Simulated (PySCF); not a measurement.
C₃H₁₂BPSi.
SMILES with atom numbers: `[CH3:1][CH2:2][C@H:3]([SiH3:4])[BH:5][PH2:6]` (hydrogens: H7, H8, H9 on C1; H10, H11 on C2; H12 on C3; H13, H14, H15 on Si4; H16 on B5; H17, H18 on P6)

The calculation used PySCF 2.14.0, PBE0-D3(BJ)/def2-SVP geometry optimisation, gas phase.

Question: Give the optimised bond lengths and angles.

Answer: 
```tsv
bond	length (Å)	order
C1–C2	1.522	single
C2–C3	1.536	single
C3–Si4	1.910	single
C3–B5	1.549	single
B5–P6	1.888	single
C1–H7, C1–H8, C1–H9	1.102	single
C2–H10	1.104	single
C2–H11	1.104	single
C3–H12	1.107	single
Si4–H13, Si4–H14, Si4–H15	1.495	single
B5–H16	1.213	single
P6–H17, P6–H18	1.422	single
```

Bonds in one row agree within 0.01 Å and their mean is given. Orders are formal, as drawn. A selection of angles:
```tsv
angle	degrees
C2–C1–H7	111.6
H7–C1–H8	107.7
C1–C2–C3	112.5
C1–C2–H10	109.3
C1–C2–H11	109.4
C3–C2–H10	110.4
C3–C2–H11	109.1
H10–C2–H11	106.0
C2–C3–Si4	110.2
C2–C3–B5	116.3
C2–C3–H12	111.2
Si4–C3–B5	103.1
Si4–C3–H12	102.6
B5–C3–H12	112.3
C3–Si4–H13	111.0
C3–Si4–H15	108.2
H13–Si4–H14	108.9
H13–Si4–H15	108.4
C3–B5–P6	124.1
C3–B5–H16	119.6
P6–B5–H16	116.1
B5–P6–H17	102.0
B5–P6–H18	102.8
H17–P6–H18	98.6
```

Dihedral angles: C1–C2–C3–Si4 -176° (antiperiplanar); C2–C3–B5–P6 -146° (anticlinal).

P6 (three-coordinate phosphorus) is pyramidal (angles 102.8°, 102.0° and 98.6°, sum 303.4°, 0.70 Å off the plane of its three neighbours). Si4 (SiH3 silicon) is tetrahedral (angles from 108.2° to 111.3°). B5 (three-coordinate boron) is planar (angles 124.1°, 119.6° and 116.1°, sum 359.9°, 0.03 Å off the plane of its three neighbours).

Point group: C1 (no symmetry element, even within 0.4 Å). No frequency check. The numbers are those of one conformer (C1–C2–C3–Si4 -176°, C2–C3–B5–P6 -146°, C3–B5–P6–H -137° and -35°).

On one thread of an Intel Xeon 6975P-C, shared host, this took 64 s and 0.63 GiB of memory at its peak. These figures are those of the optimisation.
